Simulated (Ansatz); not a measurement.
`N[AsH][SiH3]` + H₂ → `[SiH3][AsH2]` + NH₃ at 500 K and 1 bar (hydrogenolysis of the As–N bond).

Isolated molecules relaxed with PBE0-D4/def2-TZVP in Ansatz; ΔE leaves out vibrations. CBS: MP2 limit from def2 TZ/QZ plus the TZ coupled-cluster correction, frozen cores. This one scheme is used for every species. For As outer-core shells are correlated without core-valence functions, which leaves a few kJ/mol of doubt a bond. Scalar relativity is left out up to krypton. One conformer a species, not always the lowest.

| species | CCSD(T)/CBS energy (Eh) | H − E (kJ/mol) | S (J/(mol·K)) |
| --- | --- | --- | --- |
| `N[AsH][SiH3]` | -2582.38925 | 196.6 | 383.6 |
| H₂ | -1.17544 | 41.0 | 145.5 |
| `[SiH3][AsH2]` | -2527.08228 | 138.1 | 337.6 |
| NH₃ | -56.50880 | 108.2 | 211.8 |

H − E and S are ideal-gas, rigid-rotor, harmonic terms from PBE0-D4/def2-TZVP, for one conformer and one mirror image of each species. The MP2-based limit puts H₂ 0.8 mEh under its directly extrapolated value; such offsets cancel only in part. 1 Eh = 2625.50 kJ/mol, R = 8.31446 J/(mol·K).

Question: By hand: ΔE, ΔH, ΔS and ΔG.

Answer: ΔE = (-2527.08228) + (-56.50880) − (-2582.38925) − (-1.17544) = -0.02639 Eh = -69.3 kJ/mol. Δ(H − E) = 138.1 + 108.2 − 196.6 − 41.0 = 8.7, so ΔH = -60.6 kJ/mol. ΔS = 337.6 + 211.8 − 383.6 − 145.5 = 20.3 J/(mol·K). ΔG = -60.6 − 500 × (20.3)/1000 = -70.8 kJ/mol.

Question: By hand: the equilibrium constant, and the temperature at which ΔG would vanish if ΔH and ΔS stayed fixed.

Answer: log₁₀ K = −ΔG/(RT ln 10) = 7.4. ΔH and −TΔS have one sign here, so there is no such temperature.

ΔH outweighs TΔS. A doubt of 5 kJ/mol in ΔE shifts log₁₀ K by 0.5 here. Other conformers and mirror images would add mixing entropy, several J/(mol·K) or more a flexible species. These are equilibria of isolated gas molecules and say nothing of rates. Largest T1 diagnostic: 0.011 (customary marks: 0.02 for closed shells, 0.045 for open ones).
